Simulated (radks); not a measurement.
Neutral rubidium inside a hard spherical wall (all orbitals vanish at R), configuration held at [Kr] 5s1 and not refilled when levels cross. Calculated with a radial shooting solver on a logarithmic mesh with Libxc functionals: scalar-relativistic Kohn-Sham, PBEsol, spin-polarised, spherical densities, point nucleus; open shells are filled with parallel spins first (spin-orbit coupling, left out, can overturn this in heavy ions). Eigenvalues in eV for spin up, with the zero of energy where the potential of the charges vanishes at infinity; a dash marks a level that is unbound or too diffuse for the functional's potential to be trusted. A positive occupied level is held by the wall or, in an anion where self-interaction has pushed it up, behind a barrier. The pressure on the wall is -dE/dV.

| R (bohr) | E (hartree) | kinetic (hartree) | e(3d) | e(4s) | e(4p) | e(5s) | e(5p, empty) | e(6s, empty) | pressure (GPa) |
|---|---|---|---|---|---|---|---|---|---|
| free | -2979.34921 | 3051.081 | -103.91 | -31.839 | -15.932 | -2.451 | -0.875 | - | 0 |
| 20 | -2979.34921 | 3051.081 | -103.91 | -31.838 | -15.931 | -2.450 | -0.870 | 0.071 | < 0.0001 |
| 12 | -2979.34800 | 3051.090 | -103.79 | -31.729 | -15.824 | -2.370 | -0.616 | 1.813 | 0.0147 |
| 10 | -2979.34396 | 3051.113 | -103.58 | -31.517 | -15.619 | -2.173 | -0.175 | 3.712 | 0.0888 |
| 8 | -2979.32721 | 3051.183 | -103.06 | -31.023 | -15.145 | -1.513 | 1.075 | 8.105 | 0.577 |
| 4 | -2978.69958 | 3053.483 | -96.711 | -25.953 | -10.197 | 14.998 | 23.896 | 67.057 | 112 |
| 3.5 | -2978.13061 | 3055.606 | -92.504 | -22.915 | -6.925 | 26.546 | 37.793 | 98.373 | 313 |
| 2.5 | -2973.63135 | 3070.673 | -71.117 | -5.405 | 13.251 | 93.513 | 111.91 | 252.32 | 3780 |
| 2 | -2964.55720 | 3097.392 | -45.808 | 23.418 | 46.457 | 195.15 | 218.35 | 460.84 | 17800 |
| 1.5 | -2933.17116 | 3182.356 | 8.593 | 115.38 | 147.40 | 468.35 | 493.42 | 977.66 | 122000 |
